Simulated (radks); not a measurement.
The numbers below are computed, except where a source is named.
Neutral oxygen, configuration [He] 2s2 2p4 (the NIST ground configuration). Code: a radial shooting solver on a logarithmic mesh with Libxc functionals. Model: non-relativistic Kohn-Sham, PBE, spin-polarised, spherical densities, point nucleus; open shells are filled with parallel spins first; hard spherical wall at 5 bohr.

Normalised radial functions P(r) = r R(r), r in bohr:

r	2s up
0.008647	0.0821
0.01065	0.0995
0.01321	0.1209
0.01627	0.1452
0.02019	0.1745
0.02486	0.2067
0.03085	0.2440
0.03799	0.2828
0.04714	0.3246
0.05804	0.3634
0.07204	0.3980
0.08869	0.4201
0.1101	0.4233
0.1355	0.3987
0.1682	0.3345
0.2071	0.2276
0.257	0.0663
0.3165	-0.1335
0.3928	-0.3712
0.4836	-0.6031
0.6002	-0.8092
0.7389	-0.9356
0.9171	-0.9638
1.129	-0.8879
1.401	-0.7259
1.725	-0.5309
2.141	-0.3347
2.636	-0.1849
3.272	-0.0830
4.029	-0.0293
5	0.0000

2s up: eigenvalue -24.818 eV, 1 radial node at r = 0.277 bohr, <r> = 1.13 bohr, 90 % of the charge inside 1.82 bohr.
